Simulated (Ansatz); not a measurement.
Ansatz (a quantum-chemistry and plane-wave program) input:

Ansatz 0.2 input:
```yaml
crystal:
  periodic: [false, false, false]
  atoms:
    - {symbol: Ga, position_ang: [0.00000000, 0.00000000, 0.00000000]}
    - {symbol: I, position_ang: [0.00000000, 0.00000000, 2.38685459]}
    - {symbol: I, position_ang: [-0.00000000, -0.00000000, -2.38685459]}
basis:
  gaussian:
    orbitals: def2-TZVP
hamiltonian:
  xc: b3lyp
  dispersion: d3bj
total_charge: 1
phonons: {temperatures: {t_min: 298.15, t_max: 298.15, t_step: 100}}
```

Task: Predict the final energy.

Result: -2520.33123 Eh (B3LYP-D3(BJ)/def2-TZVP). The basis has 148 functions. The run takes roughly 40 core-seconds.
